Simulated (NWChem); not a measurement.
Species: TiH₄O; SMILES [OH][TiH3]

**Question.** Give the equilibrium geometry at PBE0/def2-SVP (NWChem) as an XYZ file, with the point group.

**Answer.** point group C3v; any orientation.
```
6

Ti     0.0000     0.0000     0.4777
O      0.0000     0.0000    -1.2413
H      0.0000     0.0000    -2.2016
H      1.5416     0.4820     0.9922
H     -0.3534    -1.5761     0.9922
H     -1.1883     1.0941     0.9922
```
